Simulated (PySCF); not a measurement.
How methods differ on the excitation energy of Ge

Ge [Ar] 3d10 4s2 4p2 (3P) → Ge [Ar] 3d10 4s1 4p3 (5S), as a difference of total energies. Calculation: PySCF 2.14, in ANO-RCC-VTZP; scalar relativity by spin-free X2C-1e. Correlated levels: valence and next inner shell: [Ne] frozen. The calculations carry no spin-orbit coupling.

| method | excitation energy (eV) |
| --- | --- |
| UHF | 3.483 |
| MP2 (valence and next inner shell) | 4.678 |
| SCS-MP2 (valence and next inner shell) | 4.933 |
| CCSD (valence and next inner shell) | 4.763 |
| CCSD(T) (valence and next inner shell) | 4.824 |

Question: How much does correlation contribute at CCSD(T) (valence and next inner shell)?

Answer: 4.824 − (3.483) = 1.341 eV, measured against UHF.

Errors of the correlated levels include the incompleteness of this basis and the frozen core.

For comparison: 5.078 eV (measured; NIST levels, between the centres of gravity of the two terms).
